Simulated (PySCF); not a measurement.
# C2H6OSi

The system: C2H6OSi, a carbene (divalent C1, bonded to 1 C + 1 O); neutral, triplet. The structure, one conformer, was relaxed in the gas phase by PBE0-D3(BJ)/def2-SVP. No frequency run checks that it is a minimum.

This triplet is an excited state: in a carbene with lone-pair donors on the centre (O) the singlet is known to lie well below it (the gap isn't computed here), so the molecule in its ground state shows no EPR spectrum.

SMILES: O[C]C[SiH3]

```xyz
10

C     1.412   -0.328   -0.643
C     0.085   -0.899   -0.337
Si   -1.172    0.411    0.237
O     2.217    0.285    0.223
H    -0.318   -1.389   -1.238
H     0.155   -1.685    0.444
H    -2.455   -0.220    0.678
H    -1.451    1.367   -0.878
H    -0.602    1.185    1.383
H     2.171    1.249    0.131
```
Atoms count from 1 in this order.

EPR values by unrestricted B3LYP, IGLO-III on C O Si, pcH-1 on H.

Question: Predict g and the largest hyperfine couplings. Where does the spin sit?

Answer: g = 2.0019, 2.0027, 2.0030. The zero-field splitting dominates the spectrum: D = 0.7 cm⁻¹, |E| = 0.07 cm⁻¹ (spin-spin and spin-orbit parts, DFT, rough). The spin sits on C1 (87 %, bonded to 1 C + 1 O) by Mulliken populations.
```
atom  isotope  isotropic (MHz)  dipolar, principal values (MHz)
  C1      13C            305.6                -71.0, 13.7, 57.3
 H10       1H             63.9                -10.8, -7.5, 18.4
  H6       1H             71.8                  -5.6, -3.1, 8.8
 Si3     29Si            -60.7                  -10.0, 4.7, 5.2
  O4      17O            -44.1                 -25.9, 6.2, 19.7
  C2      13C             37.3                 -6.3, -5.5, 11.8
```

Question: How do the isotropic couplings move with BHandHLYP?

Answer: C1 305.6 to 338.3 MHz, H10 63.9 to 60.5 MHz, H6 71.8 to 71.7 MHz, Si3 -60.7 to -57.7 MHz.
